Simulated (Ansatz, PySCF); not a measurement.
C3H3, charge +1. Atoms are numbered in the order given.

```xyz
6

C      0.7895     0.0000     0.0000
C     -0.3948     0.6838     0.0000
C     -0.3948    -0.6838     0.0000
H      1.8794     0.0000     0.0000
H     -0.9397     1.6276     0.0000
H     -0.9397    -1.6276     0.0000
```
Charge +1, spin multiplicity 1.

The structure is a stationary point at PBE-D3(BJ)/def2-TZVP.

Vertical ionisation energy (IE) and electron affinity (EA) in eV. Rows of orbital energies are one-electron estimates. Where ΔSCF, EOM or ADC give a negative EA the extra electron is unbound and the value depends on the basis.

```csv
level,IE,EA
"−ε(HOMO), −ε(LUMO), M06-2X/def2-TZVPD (PySCF)",18.90,6.80
"−ε(HOMO), −ε(LUMO), PBE/def2-TZVPD (PySCF)",___,___
ADC(2)/aug-cc-pVDZ (PySCF),20.10,5.32
"ΔSCF, PBE0/def2-TZVPD (Ansatz), final states of multiplicity 2 and 2",20.57,5.47
"ΔSCF, PBE/def2-TZVPD (Ansatz), final states of multiplicity 2 and 2",20.39,5.55
```

Complete the blanks. (The exact figures need the calculation; the answer reports its results.)


- −ε(HOMO), −ε(LUMO), PBE/def2-TZVPD (PySCF), IE: 16.16
- −ε(HOMO), −ε(LUMO), PBE/def2-TZVPD (PySCF), EA: 9.13

What vertical singlet–triplet gap does ΔSCF give with PBE0/def2-TZVPD (Ansatz, an electronic-structure program) and with PBE/def2-TZVPD (Ansatz)? (The exact figures need the calculation; the answer reports its results.)

6.70 and 6.54 eV (triplet above singlet where positive).

Give the lowest 1s main lines (those of the lightest heavy element) from CVS-ADC(2)-x/aug-cc-pVDZ (PySCF, non-relativistic), with pole strengths. (Estimate from the structure and the level; the computed values follow.)

301.3 eV (1.49), 301.3 eV (1.49), 301.3 eV (1.49).

Beyond the first one, list the lowest photoelectron lines from ADC(2)/aug-cc-pVDZ (PySCF) with their pole strengths (two spins summed). (An estimate is asked for; the answer gives what the named calculation found.)

20.94 eV (1.83), 24.81 eV (1.78), 26.59 eV (1.74), 26.59 eV (1.74).
